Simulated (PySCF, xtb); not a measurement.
C5H9N, SMILES C#C[C@@H](C)CN. The values are those of a single conformer.

Harmonic wavenumbers (cm⁻¹) from GFN2-xTB in xtb at its own minimum, in rising order: 107, 153, 182, 207, 264, 298, 375, 465, 574, 665, 674, 821, 895, 945, 981, 1021, 1075, 1122, 1152, 1157, 1254, 1288, 1310, 1360, 1402, 1481, 1489, 1494, 1556, 2289, 2807, 2901, 2951, 3037, 3040, 3062, 3381, 3394, 3421.

Question: What does PBE-D3(BJ)/def2-SVP (PySCF) give at its own minimum? (An estimate is asked for; the answer gives what the named calculation found.)

Answer: 113, 167, 201, 229, 259, 313, 404, 527, 620, 639, 646, 762, 815, 902, 920, 975, 1049, 1097, 1123, 1143, 1238, 1289, 1299, 1328, 1365, 1408, 1424, 1437, 1573, 2155, 2873, 2958, 2982, 2990, 3073, 3095, 3403, 3408, 3493. Paired by order, the mean absolute difference is 38 cm⁻¹ and the zero-point energies are 80.1 and 79.6 kcal/mol.
